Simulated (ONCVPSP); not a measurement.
## Transferability test, ONCV potential for platinum

* Element: platinum
* Generator: ONCVPSP 4.0.1
* Type: optimised norm-conserving Vanderbilt (ONCV)
* Functional: PBE
* Relativity: fully relativistic
* Frozen core: [Kr] 4d10 4f14
* Valence charge: 18
* Reference configuration: 5s2 5p6 5d9 6s1
* Partial waves: 5s+6s: rc 1.60 bohr, ncon 4, nbas 7, qcut 8.6 1/bohr, 2 projectors; 5p: rc 1.30 bohr, ncon 4, nbas 9, qcut 7.4 1/bohr, 2 projectors, debl 2.8 Ha; 5d: rc 1.60 bohr, ncon 5, nbas 10, qcut 5.5 1/bohr, 2 projectors, debl 2.9 Ha
* Local potential: polynomial inside 1.20 bohr (lpopt 4, dvloc0 0 Ha)
* Core correction: Teter function, fcfact 5.5, rcfact 1.25

Open shells are filled in proportion to 2j + 1.

Energies are relative to the spin-unpolarised reference configuration 5s2 5p6 5d9 6s1; without spin polarisation the order of configurations can differ from experiment.

```json
{"valence configuration": "5s2 5p6 5d8 6s0", "charge": "+2", "ΔE all-electron (eV)": "29.192", "error AE − PS (meV)": "+1.0"}
{"valence configuration": "5s2 5p6 5d7 6s0", "charge": "+3", "ΔE all-electron (eV)": "61.406", "error AE − PS (meV)": "+2.4"}
```

(1) What are ΔE and the potential's error for 5s2 5p6 5d9 6s0 6p1?

(2) What are ΔE and the potential's error for 5s2 5p6 5d9 6s0?

Levels in the configuration 5s2 5p6 5d9 6s0:

```json
{"level": "5s j=1/2", "all-electron (eV)": "-109.799", "pseudo (eV)": "-109.833"}
{"level": "5p j=3/2", "all-electron (eV)": "-60.254", "pseudo (eV)": "-60.263"}
{"level": "5p j=1/2", "all-electron (eV)": "-75.144", "pseudo (eV)": "-75.162"}
{"level": "5d j=5/2", "all-electron (eV)": "-13.781", "pseudo (eV)": "-13.779"}
{"level": "5d j=3/2", "all-electron (eV)": "-15.151", "pseudo (eV)": "-15.150"}
```

## Answers

(1) ΔE = 5.003 eV all-electron; the error (AE − PS) is -0.7 meV.

(2) ΔE = 9.211 eV all-electron; the error (AE − PS) is -0.9 meV.

These tests converged, but a pseudo level misses the all-electron one widely, so the file describes the atom poorly there or has found another state: 5s2 5p6 5d9 6s0 6p1: empty 6s by 5.8 eV.
